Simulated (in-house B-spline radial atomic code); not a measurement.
B97-1 excitations of Kr⁶⁺

Method: B97-1. Computed with a B-spline radial code for spherical atoms: linear response of the closed shell [Ar] 3d10 4s2 with the functional's adiabatic kernel; scalar-relativistic (spin-free one-electron X2C), finite nucleus, no spin-orbit coupling, no double excitations, S, P, D and F terms only; shells from n = 2 respond. Only terms of natural parity with L up to 3 were computed.

Command:
```bash
python run_td.py task.json out
```
Settings (radii: box in bohr, nucleus in fm):
```
Z                        36
electrons                30
configuration            [Ar] 3d10 4s2
hamiltonian              x2c
method                   b97_1
box_radius               14.35
rms_radius               4.1884
intervals                70
```

Run time, properties included: 0.9 s on 1 thread of AMD EPYC 9R14 (Zen 4) (shared host).

The lowest states, in the order of their Tamm-Dancoff energies; the method's threshold (minus the highest occupied level) is 103.44 eV. Labels give the largest channel, * marks a mixed state, and oscillator strengths are full-response dipole values. Semilocal kernels can invert the small singlet-triplet splittings of Rydberg terms. Energies in eV:

| state | full response | Tamm-Dancoff | oscillator strength |
| --- | --- | --- | --- |
| 4s → 4p 3P | 15.734 | 15.881 | - |
| 4s → 4p 1P | ? | ? | ? |
| 4s → 4d 3D | 42.98 | 43.02 | - |
| 4s → 4d 1D | 44.46 | 44.49 | - |
| 4s → 5s 3S | 54.20 | 54.21 | - |
| 4s → 5s 1S | 55.22 | 55.26 | - |
| 4s → 5p 3P | 60.58 | 60.60 | - |
| 4s → 5p 1P | 61.24 | 61.29 | 0.089 |
| 4s → 4f 3F | 64.65 | 64.67 | - |
| 4s → 4f 1F | 64.80 | 64.81 | - |
| 4s → 5d 3D | 70.47 | 70.48 | - |
| 4s → 5d 1D | 71.26 | 71.27 | - |
| 4s → 6s 3S | 75.19 | 75.19 | - |
| 4s → 6s 1S | 75.48 | 75.50 | - |
| 4s → 6p 3P | ? | ? | - |
| 4s → 6p 1P | 78.30 | 78.32 | 0.0389 |

(1) Where does 4s → 4p 1P lie?

(2) Where does 4s → 6p 3P lie?

(3) How large is the singlet-triplet splitting of 4s → 4p (P terms) in Tamm-Dancoff?

(4) What polarisabilities and dispersion coefficient does the method give?

## Answers

(1) At 21.402 eV in full response, 22.085 eV in Tamm-Dancoff, oscillator strength 1.55.

(2) At 78.21 eV in full response, 78.21 eV in Tamm-Dancoff.

(3) 6.2 eV, from the unrounded values.

(4) Dipole 2.767 bohr³, quadrupole 3.066 bohr⁵, C6 5.377 hartree·bohr⁶ for two such species.
